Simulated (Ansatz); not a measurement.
`O[Si](O)(O)[O][Al]([F])[Cl]`, relaxed with RKS PBE-D4/def2-SVP in the Gaussian-basis code of Ansatz from a rough embedded geometry. The force threshold is 0.03 eV/Å; the program also tests the step.

Total charge 0; spin multiplicity 1.

Start:

```xyz
11

O     1.319    1.123    0.221
Si    0.691   -0.320   -0.282
O     1.894   -1.514   -0.131
O     0.256   -0.268   -1.937
O    -0.665   -0.750    0.665
Al   -1.908    0.589    0.497
F    -3.132    0.476   -0.840
Cl   -1.844    2.312    1.825
H     1.505    1.032    1.259
H     2.050   -1.610    0.862
H    -0.166   -1.070   -2.140
```

```csv
step,energy (eV),largest force (eV/Å),largest move (Å)
1,-37919.7042,3.141,0.000
2,-37920.3884,2.191,0.195
3,-37920.6641,1.132,0.200
4,-37920.7348,0.232,0.145
5,-37920.7479,0.194,0.074
6,-37920.7581,0.385,0.104
7,-37920.7650,0.436,0.175
8,-37920.7755,0.212,0.200
9,-37920.7815,0.230,0.200
10,-37920.7893,0.146,0.086
11,-37920.7921,0.141,0.081
14,-37920.7931,0.014,0.011
17,-37920.7939,0.133,0.049
20,-37920.7953,0.165,0.029
23,-37920.7955,0.162,0.039
26,-37920.7972,0.024,0.012
29,-37920.7983,0.340,0.101
32,-37920.7995,0.394,0.021
35,-37920.8015,0.418,0.019
38,-37920.8146,0.582,0.085
41 (rejected),-37920.8108,0.427,0.116
44,-37920.8495,0.109,0.150
47,-37920.8522,0.046,0.068
50,-37920.8528,0.028,0.041
53,-37920.8533,0.064,0.026
56,-37920.8545,0.017,0.041
```

End:

```xyz
11

O     1.560    1.115   -0.078
Si    0.724   -0.302   -0.313
O     1.623   -1.510    0.401
O     0.469   -0.475   -1.945
O    -0.794   -0.296    0.355
Al   -2.195    0.591    0.711
F    -3.687   -0.082    0.403
Cl   -2.126    2.463    1.637
H     2.020    1.177    0.776
H     1.139   -2.343    0.537
H     1.267   -0.338   -2.484
```

Run time 3.5 min (2 threads of a server CPU on a shared host); peak host memory 0.23 GiB.
